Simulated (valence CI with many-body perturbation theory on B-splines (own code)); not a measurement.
# Forbidden lines of Ba XXIV

Calculated by configuration interaction combined with many-body perturbation theory (CI+MBPT): five valence electrons over a frozen Dirac-Fock core [Ar] 3d10, a basis of 11 s, 11 p, 10 d, 8 f, 5 g, 2 h functions for each j, with the one-electron correlation potential Σ1, the two-electron term Σ2, the three-electron term Σ3, Breit, model QED; selected CI, second order for the rest, scaled by the run's own slope (own B-spline code, finite nucleus).

No measured levels were compared; by estimate levels hold to about 250 cm⁻¹ or 0.2 % of their energy and the worst to 1 %, as in measured heavy ions of charge 2 to 7; those with d or f electrons hold less well. Among the levels kept, up to 2200 cm⁻¹ of a level comes from second order outside the variational space, and about a tenth of that is noise between levels of different J, which matters for small intervals.

Lines 1 to 19 of 19 in falling wavelength, among levels below 1961800 cm⁻¹, chosen from the decays that carry over 1 % of a level's rate. Wavelengths and rates use the calculated energies, so an error of 2000 cm⁻¹ moves a line at 3732 Å by 7.5 % and its rate by three times that or more. Electric multipoles are in the length gauge, E1 and E2 with the static RPA response of the core. Weak lines are less certain than strong ones. Lines between different terms over intervals too small for the method are left out, as are lines whose strength nearly cancels. Branching is blank where the lifetime is uncertain.

Levels are named by their leading jj configuration (3d3/2^4 stands for four electrons in 3d with j = 3/2), which in mixed levels can hold well under half, so a name can repeat and another be missing. Letters in brackets count levels of one name in rising energy.

| λ vac (Å) | Upper | Lower | Type | A (s⁻¹) | Branch % |
| --- | --- | --- | --- | --- | --- |
| 3732 | (4s^2 4p1/2 4p3/2 4d5/2) J=9/2 | (4s^2 4p1/2 4p3/2 4d5/2) J=7/2 [a] | M1 | 4.40e+01 |  |
| 2654 | (4s^2 4p1/2 4p3/2 4d5/2) J=9/2 | (4s^2 4p1/2 4p3/2 4d3/2) J=7/2 | M1 | 8.40e+02 |  |
| 1002 | (4s^2 4p3/2^2 4d5/2) J=9/2 | (4s^2 4p1/2 4p3/2 4d5/2) J=7/2 [b] | M1 | 1.10e+04 | 14.3 |
| 754.4 | (4s^2 4p1/2 4p3/2 4d5/2) J=9/2 | (4s^2 4p1/2^2 4d5/2) J=5/2 | E2 | 9.77e+01 |  |
| 734.2 | (4s^2 4p1/2 4p3/2^2) J=3/2 | (4s^2 4p1/2^2 4p3/2) J=3/2 | M1 | 5.46e+04 | 99.8 |
| 720.7 | (4s^2 4p3/2^3) J=3/2 | (4s^2 4p1/2 4p3/2^2) J=1/2 | M1 | 1.39e+04 | 9.0 |
| 644.1 | (4s^2 4p3/2^2 4d5/2) J=9/2 | (4s^2 4p1/2 4p3/2 4d5/2) J=9/2 | M1 | 3.06e+04 | 40.0 |
| 611.9 | (4s^2 4p1/2 4p3/2^2) J=5/2 | (4s^2 4p1/2^2 4p3/2) J=3/2 | M1 | 1.04e+04 | 94.4 |
| 611.9 | (4s^2 4p1/2 4p3/2^2) J=5/2 | (4s^2 4p1/2^2 4p3/2) J=3/2 | E2 | 5.14e+02 | 4.7 |
| 574.2 | (4s^2 4p3/2^3) J=3/2 | (4s^2 4p1/2 4p3/2^2) J=5/2 | M1 | 2.43e+04 | 15.7 |
| 549.3 | (4s^2 4p3/2^2 4d5/2) J=9/2 | (4s^2 4p1/2 4p3/2 4d5/2) J=7/2 [a] | M1 | 2.17e+04 | 28.3 |
| 518.3 | (4s^2 4p3/2^2 4d5/2) J=9/2 | (4s^2 4p1/2 4p3/2 4d3/2) J=7/2 | M1 | 9.76e+03 | 12.7 |
| 502.9 | (4s^2 4p1/2 4p3/2^2) J=1/2 | (4s^2 4p1/2^2 4p3/2) J=3/2 | M1 | 5.59e+04 | 98.2 |
| 502.9 | (4s^2 4p1/2 4p3/2^2) J=1/2 | (4s^2 4p1/2^2 4p3/2) J=3/2 | E2 | 9.36e+02 | 1.6 |
| 496.5 | (4s^2 4p3/2^3) J=3/2 | (4s^2 4p1/2 4p3/2^2) J=3/2 | M1 | 1.13e+05 | 73.1 |
| 279.4 | (4s^2 4p1/2 4p3/2 4d5/2) J=9/2 | (4s 4p1/2^2 4p3/2^2) J=5/2 | E2 | 3.22e+02 |  |
| 194.9 | (4s^2 4p3/2^2 4d5/2) J=9/2 | (4s 4p1/2^2 4p3/2^2) J=5/2 | E2 | 2.53e+03 | 3.3 |
| 130.2 | (4s^2 4p1/2 4p3/2 4d5/2) J=9/2 | (4s^2 4p1/2 4p3/2^2) J=5/2 | M2 | 8.92e+02 |  |
| 107.4 | (4s^2 4p1/2 4p3/2 4d5/2) J=9/2 | (4s^2 4p1/2^2 4p3/2) J=3/2 | E3 | 3.29e+01 |  |
